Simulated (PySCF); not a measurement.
PBE0 on Tl⁺ (thallium, charge +1)

Configuration: [Xe] 4f14 5d10 6s1 7s1, high-spin 3S determinant (an excited configuration). Calculation: PySCF 2.14, in aug-cc-pVQZ-PP with one added diffuse shell each of s, p, d, f, g type with ECP60MDF (8s8p6d4f3g, 117 functions); a scalar-relativistic core potential.

```json
{"Total energy": "-171.8341 hartree", "One-electron energy": "-291.9876 hartree", "Hartree (Coulomb) energy": "134.7385 hartree", "Exchange-correlation energy": "-14.5850 hartree", "⟨S²⟩": "2.0007", "⟨L²⟩": "0.000", "Sum of ⟨r⟩": "29.88 bohr", "Sum of ⟨r²⟩": "73.09 bohr²"}
```

```
shell  electrons  mean orbital energy (hartree)  rms radius, mean of both spins (bohr)
 5s α          1                       -5.50799                                  0.945
 5s β          1                       -5.50066                                  0.945
 5p α          3                       -3.47217                                   1.08
 5p β          3                       -3.46678                                   1.08
 5d α          5                       -1.10908                                   1.48
 5d β          5                       -1.09390                                   1.48
 6s α          1                       -0.79237                                   2.44
 7s α          1                       -0.23560                                   6.04
```

Energies and moments cover only the electrons outside the core potential. Spin-orbit coupling, which splits the p, d and f shells strongly at this Z, is absent. The outer electron is Rydberg-like, and this basis confines it to a smaller radius and binds it less than a complete one would.
